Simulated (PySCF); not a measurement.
H3OSi, charge +1. Atoms are numbered in the order given.

```xyz
5

O      0.1064     1.0282     0.0000
Si    -0.0146    -0.5360     0.0000
H     -0.5933     1.6978     0.0000
H     -1.3294    -1.1938     0.0000
H      1.2767    -1.2257     0.0000
```
Charge +1, spin multiplicity 1.

Coordinates come from a r2SCAN-D4/def2-TZVP optimisation. The isomer is the one that the SMILES or the coordinates give; other isomers of the formula were not compared.

The numbers are results of B3LYP/def2-TZVPD in PySCF, not measurements.

Mulliken values depend strongly on the basis, most of all with diffuse functions as here. Atomic charges (e):

```csv
atom,Mulliken,meta-Löwdin
O1,-0.26,(withheld)
Si2,0.67,(withheld)
H3,0.40,(withheld)
H4,0.09,(withheld)
H5,0.10,(withheld)
```

Task: Fill in the missing entries. (Estimate from the structure and the level; the computed values follow.)

Result: 
- O1, meta-Löwdin: -0.63
- Si2, meta-Löwdin: 1.22
- H3, meta-Löwdin: 0.42
- H4, meta-Löwdin: -0.01
- H5, meta-Löwdin: 0.01
